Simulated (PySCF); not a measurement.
Isomers of C2H6O2Si, one GFN2-xTB conformer each. Single-point energies are computed at PBE0/pcSseg-1 (PySCF, gas phase, no added dispersion term), electronic only.

```
       SMILES  GFN2-xTB relative energy (kJ/mol)
CC(=O)O[SiH3]                               73.0
COC(=O)[SiH3]                              272.0
 C1CO[SiH2]O1                                0.0
```

Conformers: `[CH3:1][C:2](=[O:3])[O:4][SiH3:5]` with C1–C2–O4–Si5 180°; `[CH3:1][O:2][C:3](=[O:4])[SiH3:5]` with C1–O2–C3–O4 0°; `[CH2:1]1[CH2:2][O:3][SiH2:4][O:5]1` with O5–C1–C2–O3 -21°, C1–C2–O3–Si4 16°, C2–O3–Si4–O5 -7°, O3–Si4–O5–C1 -7°.

Problem. What does PBE0/pcSseg-1 give for the same structures?

Solution. 
```json
{"SMILES": "C1CO[SiH2]O1", "PBE0/pcSseg-1 E (Eh)": "-519.39650", "PBE0/pcSseg-1 (kJ/mol)": "0.0", "GFN2-xTB (kJ/mol)": "0.0", "point group": "C2"}
{"SMILES": "CC(=O)O[SiH3]", "PBE0/pcSseg-1 E (Eh)": "-519.39450", "PBE0/pcSseg-1 (kJ/mol)": "5.2", "GFN2-xTB (kJ/mol)": "73.0", "point group": "Cs"}
{"SMILES": "COC(=O)[SiH3]", "PBE0/pcSseg-1 E (Eh)": "-519.34102", "PBE0/pcSseg-1 (kJ/mol)": "145.7", "GFN2-xTB (kJ/mol)": "272.0", "point group": "–"}
```

Both levels put the same isomer lowest; measured from each level's own lowest isomer, the values differ by up to 126.3 kJ/mol (COC(=O)[SiH3]: 272.0 against 145.7). As drawn, the lowest has an Si–O bond, which the highest lacks; the highest has a C=O bond, a C(=O)–O unit and an Si–C bond, which the lowest lacks. Neighbours under 10 kJ/mol apart (C1CO[SiH2]O1 and CC(=O)O[SiH3]) can change places with a better method, another conformer or zero-point energy.

Problem. Which frontier levels, dipoles and rotational constants go with these structures?

Solution. 
| SMILES | HOMO (eV, PBE0/pcSseg-1) | LUMO (eV) | dipole (D) | A, B, C (MHz) |
| --- | --- | --- | --- | --- |
| C1CO[SiH2]O1 | -7.95 | 0.66 | 1.00 | 6840, 4992, 3130 |
| CC(=O)O[SiH3] | -8.13 | 0.11 | 1.85 | 9889, 2544, 2099 |
| COC(=O)[SiH3] | -7.73 | -0.49 | 1.81 | 8722, 2452, 1981 |

Problem. As an exercise, what shares would exp(−E/RT) give at 2000 K from these electronic energies alone (no entropy, no degeneracies)?

Solution. RT = 16.629 kJ/mol: C1CO[SiH2]O1 57.8 %, CC(=O)O[SiH3] 42.2 %, COC(=O)[SiH3] under 0.1 %.
